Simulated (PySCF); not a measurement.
# Reading the logs of faulty runs: BCGeH7N

All numbers below are calculated, not measured. The program is PySCF 2.14.0, an open-source quantum chemistry code, run on an isolated molecule that a program drew, which may never have been made. The molecule is BCGeH7N (charge 0, doublet), drawn as the SMILES string `B[C](N)[GeH3]`.

Each row is a Hartree-Fock (HF) and frozen-core CCSD(T) single point in the cc-pVDZ basis, meant for a local HF minimum. Run 1 is clean. Each other run has one planted mistake out of seven kinds, and not every kind appears here: one electron removed, one electron added, multiplicity raised by two, geometry at a saddle point, minimal basis STO-3G, one bond length entered in bohr, all coordinates scaled. The reference is restricted for singlets and unrestricted otherwise, and also for a bond in bohr. Adding or removing an electron swaps singlet and doublet. Electrons count all cores. HOMO and LUMO are orbital energies over both spins, the gradient is its largest component, and the lowest frequency (negative if imaginary) is given only where the gradient is small. Bond lengths are over the 10 bonds as drawn. T1 is the CCSD diagnostic: over 0.02 (restricted) or 0.045 (unrestricted) a single reference is doubtful. Germanium has the cc-pVDZ-PP basis, with a core potential (ECP10MDF) in place of its 10 inner electrons, and its 3s, 3p and 3d shells are frozen in CCSD(T).

Geometry of the clean run:
```xyz
11
BCGeH7N, angstrom
B    -1.5549    0.0396    2.2051
C    -1.2245    0.8200    0.9476
N    -0.2195    1.7357    0.9352
Ge   -2.1401    0.5143   -0.7602
H    -0.9413    0.2499    3.2241
H    -2.4281   -0.7861    2.1976
H    -0.1006    2.3776    0.1800
H     0.2267    1.9853    1.7949
H    -1.5340   -0.6826   -1.5014
H    -3.6284    0.2616   -0.5256
H    -1.9607    1.7641   -1.6402
```

```
run  electrons  basis functions  <S^2>  HOMO (eV)  LUMO (eV)  gradient (hartree/bohr)  lowest frequency (cm^-1)  mean bond (Å)  longest bond (Å)      T1  HF (hartree)  CCSD(T) (hartree)                          mistake
  1         57              100  0.759      -8.02       1.85                  1.3e-05                        55         1.3846             1.962  0.0180    -414.41018         -414.96195                         no fault
  2         57              100  1.329      -8.34       1.37                  2.5e-02                         -         1.4920             2.283  0.0631    -414.28877         -414.84779  one bond length entered in bohr
  3         57              100  3.779      -4.39      -2.29                  9.3e-02                         -         1.3846             1.962  0.0424    -414.16915         -414.71527       multiplicity raised by two
  4         58              100  0.000      -0.37       8.63                  6.2e-02                         -         1.3846             1.962  0.0130    -414.37775         -414.97047                                ?
  5         56              100  0.000     -17.35      -5.55                  9.0e-02                         -         1.3846             1.962  0.0189    -414.16322         -414.70427                                ?
```

**Which mistake was planted in run 4, and what did it cost?**

It counts 58 electrons, one more than the clean run, at the same geometry and basis. So the mistake is: one electron added. Subtracting run 1 and multiplying by 627.51 kcal/mol a hartree, the energy moved by 20.4 kcal/mol in HF and -5.3 kcal/mol in CCSD(T).

**Which mistake was planted in run 5, and what did it cost?**

It counts 56 electrons, one fewer than the clean run, at the same geometry and basis. So the mistake is: one electron removed. Subtracting run 1 and multiplying by 627.51 kcal/mol a hartree, the energy moved by 155.0 kcal/mol in HF and 161.7 kcal/mol in CCSD(T).

Cautions from the logs. Run 2: T1 is over the limit, so its CCSD(T) energy is less reliable.
